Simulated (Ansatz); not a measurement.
All numbers were calculated with Ansatz.

C$_{3}$H$_{9}$BO, SMILES `CBCCO`. Total charge 0; spin multiplicity 1. Geometry: relaxed with PBE0-D4/def2-TZVP. It is one conformer, not always the lowest.

```xyz
14

C     0.755   -0.651   -1.727
B    -0.094    0.527   -1.162
C    -0.551    0.682    0.324
C    -0.061   -0.332    1.337
O    -0.639   -0.176    2.619
H     1.263   -1.276   -0.991
H     1.470   -0.324   -2.486
H     0.048   -1.298   -2.270
H    -0.476    1.367   -1.935
H    -0.288    1.703    0.643
H    -1.652    0.693    0.317
H    -0.328   -1.343    1.021
H     1.036   -0.299    1.402
H    -0.484    0.726    2.909
```

What is the dipole moment at ωB97M-V/def2-TZVPP? (Estimate.)

The calculation gave: 1.41 D, with components (0.77, 0.88, -0.80) D in this frame, pointing from negative to positive charge.

And with PBE, r2SCAN, B3LYP? (Best estimate.)

The calculation gave: PBE 1.28 D, r2SCAN 1.35 D, B3LYP 1.41 D.

Give the Mulliken charges with ωB97M-V, PBE, B3LYP in def2-TZVPP. (Estimate.)

The calculation gave: 
```csv
atom,ωB97M-V,PBE,B3LYP
C1,-0.35,-0.32,-0.30
B2,-0.07,0.00,-0.01
C3,-0.21,-0.17,-0.15
C4,-0.01,0.02,0.06
O5,-0.32,-0.31,-0.35
H6,0.10,0.09,0.09
H7,0.12,0.11,0.10
H8,0.11,0.10,0.09
H9,0.08,0.01,0.03
H10,0.09,0.06,0.05
H11,0.11,0.09,0.08
H12,0.09,0.07,0.07
H13,0.09,0.06,0.06
H14,0.16,0.18,0.17
```

B3LYP here is the variant with VWN-RPA as its local correlation; programs differ in this.
